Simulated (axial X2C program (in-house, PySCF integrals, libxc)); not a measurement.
# SGeS: properties at the nuclei

Calculated with an in-house all-electron X2C program for linear molecules (integrals from PySCF): two-component X2C with atomic mean-field Coulomb and Gaunt terms, Gaussian nuclei, basis S dyall-av3z, Ge dyall-v3z with contracted cores.

S–Ge–S held linear, with bonds 1.990 and 1.990 Å (near the PBE0 minimum at charge 0 of the determinant lowest at the starting distance; the state shown can have its own minimum elsewhere, held linear; other orders of the atoms were not compared).

Input and command:
```json
{"zs": [16, 32, 16], "q": 0, "bas": ["dyall-av3z", "dyall-v3z", "dyall-av3z"], "r0": [2.05, 2.05], "symm": 1, "scan": ["PBE0", "HF", "TPSSh"], "levels": ["PBE0", "HF", "BHandHLYP"], "nst": 2}
```
```bash
python solin.py task.json out
```

Keys: zs atomic numbers; q charge; bas basis sets; r0 starting distance in Å; symm equal bonds; scan levels of the two-bond scan; levels methods; nst determinants followed.

Determinant lowest in the PBE0 search, Ω = 0 (closed shell), highest spinor 85% S p, 15% Ge d:

| level | qzz S (a.u.) | qzz Ge (a.u.) |
| --- | --- | --- |
| PBE0 | 1.97 | -3.70 |
| HF | 1.96 | -5.20 |
| BHandHLYP | 2.04 | -4.26 |

qzz is the electric field gradient, eQq0 = 234.96 MHz × Q/barn × qzz. The operators were transformed with the bare-nucleus X2C matrices; with these basis sets, hyperfine constants and field gradients can be off by tens of per cent, and where levels differ in sign neither size nor sign is settled.

Problem. With Q(33S) = -0.0694 barn, Q(73Ge) = -0.196 barn (Q from Pyykkö, Mol. Phys. 2018), turn the PBE0 values of the first state into constants in MHz.

Solution. eQq0(33S) = 234.96 × (-0.0694) × (1.97) = -32.1 MHz; eQq0(73Ge) = 234.96 × (-0.196) × (-3.70) = 170 MHz.

The molecule was held linear; bending was not examined, so a bent shape may lie lower.

Each state is one determinant with collinear spin. The search compared states at one distance, so a state with another bond length can lie lower.
